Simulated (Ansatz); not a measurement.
Program: Ansatz. Geometries: PBE0-D4/def2-TZVP. ΔE: electronic, gas phase. CBS: MP2 limit from def2 TZ/QZ plus the TZ coupled-cluster correction, frozen cores. This one scheme is used for every species. DFT in def2-TZVPP. def2 core potentials past Kr. For In outer-core shells are correlated without core-valence functions, which leaves a few kJ/mol of doubt a bond. One conformer a species, not always the lowest.

Reaction (redistribution): `C[N](C)[In]([F])[SH]` + `CC[SiH3]` → `C[CH2][In]([SH])[N](C)C` + `F[SiH3]`

`C[N](C)[In]([F])[SH]`:

Z-matrix (Å, degrees):
```
C
N 1 1.439
H 1 1.093 2 111.5
H 1 1.100 2 111.5 3 -120.1
H 1 1.100 2 111.6 3 120.1
C 2 1.441 1 114.0 3 180.0
In 2 1.987 1 124.3 3 -0.6
H 6 1.100 2 111.4 1 59.8
H 6 1.092 2 111.0 1 180.0
H 6 1.100 2 111.4 1 -59.9
F 7 1.956 2 111.9 1 -179.6
S 7 2.356 2 132.6 1 0.6
H 12 1.345 7 91.4 2 179.9
```

`CC[SiH3]`:

Cartesian coordinates in Å:
```
C -0.757 -1.123 -0.430
C 0.387 -0.125 -0.586
Si 0.461 1.145 0.793
H -0.772 -1.848 -1.248
H -1.727 -0.619 -0.420
H -0.672 -1.684 0.504
H 0.302 0.410 -1.538
H 1.349 -0.648 -0.619
H 0.639 0.472 2.109
H -0.804 1.929 0.844
H 1.593 2.090 0.590
```

`C[CH2][In]([SH])[N](C)C`:

Cartesian coordinates in Å:
```
C 2.001 -0.883 -1.928
C 1.475 -1.684 -0.743
In 0.662 -0.459 0.831
S 1.668 -0.179 2.987
N -1.040 0.591 0.543
C -1.778 0.508 -0.689
C -1.647 1.482 1.490
H 2.384 -1.545 -2.712
H 1.224 -0.262 -2.382
H 2.819 -0.218 -1.642
H 0.679 -2.365 -1.056
H 2.263 -2.298 -0.303
H 0.715 0.650 3.444
H -1.303 -0.183 -1.390
H -2.809 0.154 -0.528
H -1.853 1.487 -1.191
H -1.068 1.532 2.415
H -2.667 1.164 1.758
H -1.724 2.508 1.097
```

`F[SiH3]`:

Cartesian coordinates in Å:
```
F -0.795 0.303 -1.307
Si 0.021 -0.008 0.034
H 0.358 1.280 0.683
H 1.253 -0.746 -0.331
H -0.836 -0.830 0.920
```

| level | ΔE (eV) |
| --- | --- |
| PBE-D4 | -0.43 |
| PBE | -0.40 |
| HF/def2-TZVPP | -0.49 |
| SCS-MP2/def2-TZVPP | -0.63 |
| CCSD/def2-TZVPP | -0.60 |
| HF/def2-QZVPP | -0.49 |
| HF/CBS(def2) | -0.49 |
| CCSD/CBS(def2) | -0.57 |

Q: What does CCSD(T)/CBS give? (An estimate is asked.)

A: The calculation gave: -0.57 eV. The listed levels differ from it by 0.14, 0.17, 0.08, -0.06, -0.03, 0.08, 0.08, 0.00 eV.

Largest T1 diagnostic among the species: 0.015.

The D4 term adds −0.04 eV with B3LYP and −0.03 eV with PBE0; it sums over pairs of atoms, weighted by their polarisabilities, and B3LYP, whose exchange is more repulsive, gets the larger term. From PBE to PBE0 (25 % exact exchange), in def2-TZVPP and without D4, ΔE moves by −0.04 eV.

B3LYP here is the variant with VWN-RPA as its local correlation; programs differ in this.
